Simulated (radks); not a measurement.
Trend from B2+ to Tl2+: ionisation energy by Delta-SCF between NIST ground configurations, and size. Calculated with a radial shooting solver on a logarithmic mesh with Libxc functionals: Dirac Kohn-Sham, LDA (Slater exchange, Perdew-Wang correlation), spin-unpolarised, spherical densities, finite nucleus; Fermi nuclear charge, rms radius of each element as measured or else 0.836 A^(1/3) + 0.57 fm.

B2+: configuration [He] 2s1; configuration of the ion [He]; IE (eV) 37.172; NIST (eV) 37.931; kind exp.; -e(HOMO) (eV) 31.333 (2s1/2); outermost 2s1/2; <r> outermost (bohr) 1.65; r at 0.001 e/bohr^3 (bohr) 2.88
Al2+: configuration [Ne] 3s1; configuration of the ion [Ne]; IE (eV) 28.429; NIST (eV) 28.448; kind exp.; -e(HOMO) (eV) 23.929 (3s1/2); outermost 3s1/2; <r> outermost (bohr) 2.20; r at 0.001 e/bohr^3 (bohr) 3.37
Ga2+: configuration [Ar] 3d10 4s1; configuration of the ion [Ar] 3d10; IE (eV) 31.596; NIST (eV) 30.726; kind exp.; -e(HOMO) (eV) 26.470 (4s1/2); outermost 4s1/2; <r> outermost (bohr) 2.06; r at 0.001 e/bohr^3 (bohr) 3.28
In2+: configuration [Kr] 4d10 5s1; configuration of the ion [Kr] 4d10; IE (eV) 28.734; NIST (eV) 28.044; kind exp.; -e(HOMO) (eV) 24.117 (5s1/2); outermost 5s1/2; <r> outermost (bohr) 2.32; r at 0.001 e/bohr^3 (bohr) 3.55
Tl2+: configuration [Xe] 4f14 5d10 6s1; configuration of the ion [Xe] 4f14 5d10; IE (eV) 30.580; NIST (eV) 29.852; kind exp.; -e(HOMO) (eV) 25.798 (6s1/2); outermost 6s1/2; <r> outermost (bohr) 2.26; r at 0.001 e/bohr^3 (bohr) 3.60

Reference values: NIST Atomic Spectra Database (exp. = measured, semi-emp. = semi-empirical, theory = theoretical value adopted there). Spin polarisation and multiplet splitting are left out, so open shells lie too high by an amount that depends on their filling.

Beside tabulated values, note that spin-unpolarised runs miss the spin-polarisation part of the exchange energy of open shells.
